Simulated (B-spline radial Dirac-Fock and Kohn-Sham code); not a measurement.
# Mo: computed levels beside tabulated edges

The computed values come from a radial finite-basis atomic code: multi-electron Dirac-Fock with separately optimised hole states, Breit and Lamb-shift corrections added in first order. Electron correlation is not included.

Input of the calculation (task.json; shells as n, l, electrons):

```json
{"items": [{
  "Z": 42,
  "q": 0,
  "cfg": [[1, 0, 2], [2, 0, 2], [2, 1, 6], [3, 0, 2], [3, 1, 6], [3, 2, 10], [4, 0, 2], [4, 1, 6], [4, 2, 5], [5, 0, 1]],
  "A": 98,
  "rrms": 4.4091,
  "do": ["binding"],
  "screen": [4, 2]
}]}
```

Launch: `python xray_run.py task.json out`

Two models are given for [Kr] 4d5 5s1. In the first the electron is removed to infinity. In the second it is placed in the 4d shell, so that the atom stays neutral; this mimics a hole screened by valence charge, or the onset of absorption below the ionisation limit. The tabulated edges (Elam, Ravel and Sieber, Radiat. Phys. Chem. 63, 121 (2002)) refer to the element in its standard state, with the Fermi level as zero for a metal.

```tsv
level	ionised (eV)	screened (eV)	tabulated (eV)	ionised − table	screened − table
K (1s)	20007.0	19999.6	20000.0	+7.0	-0.4
L1 (2s)	2879.9	2872.4	2866.0	+13.9	+6.4
L2 (2p1/2)	2634.1	2626.6	2625.0	+9.1	+1.6
L3 (2p3/2)	2529.2	2521.7	2520.0	+9.2	+1.7
M1 (3s)	515.5	508.0	506.3	+9.2	+1.7
M2 (3p1/2)	421.4	413.9	411.6	+9.8	+2.3
M3 (3p3/2)	403.7	396.2	394.0	+9.7	+2.2
M4 (3d3/2)	237.9	230.4	231.1	+6.8	-0.7
M5 (3d5/2)	234.7	227.3	227.9	+6.8	-0.6
N2 (4p1/2)	46.46	39.59	37.60	+8.9	+2.0
N3 (4p3/2)	44.02	37.18	35.50	+8.5	+1.7
```

The screened model lies closer: the mean absolute deviations are 9.0 eV (ionised) and 1.9 eV (screened). Screening lowers the levels by 7.3 eV on average.
